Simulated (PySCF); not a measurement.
A structure optimised at PBE-D3(BJ)/def2-SVP, used in a PySCF frequency run:

```xyz
8

C     -1.3738    -0.0885     0.0000
C      0.0694     0.3543     0.0000
F      0.7129    -0.1359    -1.1071
F      0.7129    -0.1359     1.1071
H     -1.4143    -1.1951     0.0000
H     -1.8925     0.2919    -0.9007
H     -1.8925     0.2919     0.9007
H      0.1928     1.4633     0.0000
```

Problem. Write its SMILES, formula and point group.

Solution. CC(F)F, C2H4F2, Cs

Problem. What are its rotational constants (standard atomic weights)?

Solution. 9.3169, 8.9050, 5.1087 GHz
